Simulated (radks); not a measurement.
Values are calculated unless marked as measured or tabulated.
Q: All-electron atom: Yb II in [Xe] 4f14 6s1. Code: a radial shooting solver on a logarithmic mesh with Libxc functionals. Model: scalar-relativistic Kohn-Sham, LDA (Slater exchange, Perdew-Wang correlation), spin-polarised, spherical densities, finite nucleus; open shells are filled with parallel spins first (spin-orbit coupling, left out, can overturn this in heavy ions); Fermi nuclear charge, rms radius 5.3108 fm. Some entries of the table are withheld. Estimate them.

orbital  occ.  eigenvalue (hartree)  <r^2> (bohr^2)  r(max) (bohr)
1s up       1             -2248.327       0.0005307        0.01238
1s down     1             -2248.327       0.0005307        0.01238
2s up       1             -381.1929        0.008221        0.07064
2s down     1             -381.1927        0.008221        0.07064
2p up       3             -336.1988        0.006718        0.05757
2p down     3             -336.1985        0.006718        0.05757
3s down     1             -86.09169         0.05380         0.1996
3s up       1             -86.09159         0.05380         0.1996
3p down     3             -72.52285         0.05427         0.1967
3p up       3             -72.52275         0.05427         0.1967
3d down     5             -55.94913         0.04513         0.1602
3d up       5             -55.94911         0.04513         0.1602
4s down     1             -17.11272          0.2692         0.4552
4s up       1             -17.11250          0.2692         0.4552
4p down     3             -12.65510          0.3062         0.4764
4p up       3             -12.65496          0.3062         0.4764
4d up       5              -6.78182          0.3649         0.4909
4d down     5              -6.78182          0.3649         0.4909
5s up       1              -2.27724           1.647          1.070
5s down     1              -2.27522           1.644          1.070
5p up       3              -1.26730           2.407          1.232
5p down     3              -1.26288           2.385          1.231
4f up       7              -0.36875          0.8692            (1)
4f down     7              -0.36763          0.8505            (2)
6s up       1              -0.36242           13.64          3.042
6s down     0              -0.33274           13.98          3.023

A: 
(1) 4f up r(max) (bohr): 0.4825
(2) 4f down r(max) (bohr): 0.4824
